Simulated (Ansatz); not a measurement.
Start from `F[CH](F)[InH2]` and change one atom or group to get `NCC(F)F`.

Ansatz, PBE0-D4/def2-TZVP geometries, multiplicity 1. Each molecule was computed in one conformer, which needn't be the lowest.

Elements past krypton have def2 core potentials.

| property | `F[CH](F)[InH2]` |
| --- | --- |
| LUMO energy (PBE0/def2-TZVPP) / eV | -2.08 |
| size of the dipole moment (ωB97M-V/def2-TZVPP) / D | 2.02 |
| LUMO energy (ωB97M-V/def2-TZVPP) / eV | -0.58 |
| LUMO energy (PBE/def2-TZVPP) / eV | -2.82 |
| HOMO–LUMO gap (ωB97M-V/def2-TZVPP) / eV | 9.07 |
| size of the dipole moment (B3LYP/def2-TZVPP) / D | 1.96 |

Question: What does the change do to each property? (Best estimate.)

Answer: Ansatz gave: 
| property | `NCC(F)F` | shift |
| --- | --- | --- |
| LUMO energy (PBE0/def2-TZVPP) / eV | 1.19 | 3.27 |
| size of the dipole moment (ωB97M-V/def2-TZVPP) / D | 1.18 | -0.84 |
| LUMO energy (ωB97M-V/def2-TZVPP) / eV | 2.62 | 3.20 |
| LUMO energy (PBE/def2-TZVPP) / eV | 0.32 | 3.14 |
| HOMO–LUMO gap (ωB97M-V/def2-TZVPP) / eV | 12.38 | 3.31 |
| size of the dipole moment (B3LYP/def2-TZVPP) / D | 1.19 | -0.77 |

With PBE0 the HOMO rises by 0.09 eV and the LUMO rises by 3.27 eV, so the gap widens by about 3.18 eV. PBE moves the HOMO by 0.29 eV and ωB97M-V by -0.11 eV. Dipoles are sizes alone; their direction can turn.

B3LYP here is the variant with VWN-RPA as its local correlation; programs differ in this.
